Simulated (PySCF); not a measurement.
PySCF input (M06-2X/6-31G* with LANL2DZ past Ar (5d)):

```python
from pyscf import gto, dft

mol = gto.M(
    atom='''
    C    -2.95420300   -0.53969400   -0.13590400
    C    -1.69186300   -0.08446600    0.53888000
    O    -0.51505900   -0.40415600   -0.34046100
    Ge    1.28208500    0.27195100   -0.01098800
    H    -3.79870400   -0.28295900    0.50624400
    H    -2.97097400   -1.62322700   -0.27238600
    H    -3.09474100   -0.04600200   -1.09680000
    H    -1.63895100    0.99567800    0.65363900
    H    -1.51050800   -0.57461900    1.49402500
    H    -0.59699700   -1.29329500   -0.71860800
    H     2.00528700   -0.41627100   -1.15972400
    H     1.00798100    1.76223900   -0.14282400
    H     1.56777200   -0.24577900    1.39385900
    ''',
    basis={'default': '6-31g*', 'Ge': 'lanl2dz'},
    ecp={'Ge': 'lanl2dz'},
    charge=1,
    spin=0,
    verbose=4,
)

mf = dft.RKS(mol, xc='m062x')
mf.grids.level = 4
mf.conv_tol = 1e-9
mf.max_cycle = 100
mf.max_memory = 1500
mf.kernel()
if not mf.converged:
    mf = mf.newton()
    mf.kernel(mf.make_rdm1())
mf.dip_moment()
```

From the output:

```
Set gradient conv threshold to 3.16228e-05
Initial guess from minao.
tot grids = 257040
init E= -148.373595227699
  HOMO = -0.267367401997951  LUMO = 0.0220271540270787  gap/eV = 7.87483
cycle= 1 E= -160.089881729262  delta_E= -11.7  |g|= 0.596  |ddm|= 3.36
  HOMO = -0.581827810963628  LUMO = -0.256765174808681  gap/eV = 8.84540
cycle= 2 E= -160.192527218672  delta_E= -0.103  |g|= 0.394  |ddm|= 1.19
  HOMO = -0.597357578866616  LUMO = -0.207934503268564  gap/eV = 10.59674
cycle= 3 E= -160.222648356803  delta_E= -0.0301  |g|= 0.133  |ddm|= 0.339
  HOMO = -0.586444725911471  LUMO = -0.185884689871667  gap/eV = 10.89979
cycle= 4 E= -160.226030360811  delta_E= -0.00338  |g|= 0.0196  |ddm|= 0.105
  HOMO = -0.586362497251531  LUMO = -0.186800198766374  gap/eV = 10.87264
cycle= 5 E= -160.226108156026  delta_E= -7.78e-05  |g|= 0.0064  |ddm|= 0.0188
  HOMO = -0.586681655018581  LUMO = -0.187064930324777  gap/eV = 10.87412
cycle= 6 E= -160.226118713317  delta_E= -1.06e-05  |g|= 0.000982  |ddm|= 0.00561
  HOMO = -0.586684201631308  LUMO = -0.187060801909446  gap/eV = 10.87431
cycle= 7 E= -160.226118994246  delta_E= -2.81e-07  |g|= 0.000134  |ddm|= 0.00125
  HOMO = -0.586694669846904  LUMO = -0.187055800348247  gap/eV = 10.87473
cycle= 8 E= -160.226118999793  delta_E= -5.55e-09  |g|= 2.17e-05  |ddm|= 0.0002
  HOMO = -0.586697126695087  LUMO = -0.187054377618004  gap/eV = 10.87483
cycle= 9 E= -160.226118999978  delta_E= -1.85e-10  |g|= 8.98e-06  |ddm|= 4.39e-05
  HOMO = -0.586695259386388  LUMO = -0.187053880991044  gap/eV = 10.87480
Extra cycle  E= -160.226118999988  delta_E= -1.06e-11  |g|= 7.05e-06  |ddm|= 1.33e-05
converged SCF energy = -160.226118999988

WARN: System has nonzero charge 1; the dipole moment is origin-dependent.
Location of origin: [0. 0. 0.]

Dipole moment(X, Y, Z, Debye): -1.11348, -1.22716,  0.15440
```

The dipole moment of an ion depends on the origin.

The geometry given is a B3LYP-D3(BJ)/def2-TZVP minimum.
